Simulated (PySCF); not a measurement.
## Polarisability and C₆ of Zn⁺ (zinc, charge +1)

[Ar] 3d10 4s1, 2S determinant. Calculation: PySCF 2.14, in aug-cc-pwCVTZ-PP with ECP10MDF; a scalar-relativistic core potential. Coupled (time-dependent) response in atomic units; α is the mean over directions.

| method | mean α (bohr³) | C₆ (like pair) | S(−4) |
| --- | --- | --- | --- |
| UHF | 23.72 | 101.3 | 539.3 |
| PBE | 16.76 | 68.15 | 229.9 |
| PBE0 | 18.03 | 73.65 | 278.4 |

S(−4) is the Cauchy moment in α(ω) = α(0) + S(−4) ω² + …

α(iu) at PBE0:

| u (hartree) | α(iu) (bohr³) |
| --- | --- |
| 0 | 18.03 |
| 0.0500 | 17.36 |
| 0.100 | 15.67 |
| 0.200 | 11.54 |
| 0.300 | 8.379 |
| 0.500 | 5.009 |
| 0.750 | 3.240 |
| 1.00 | 2.397 |
| 1.50 | 1.585 |
| 2.00 | 1.171 |
| 3.00 | 0.7353 |
| 5.00 | 0.3775 |

For an ion, C₆ is the dispersion term alone; charge-induced terms of lower order in 1/R come first.

Energies and moments cover only the electrons outside the core potential.
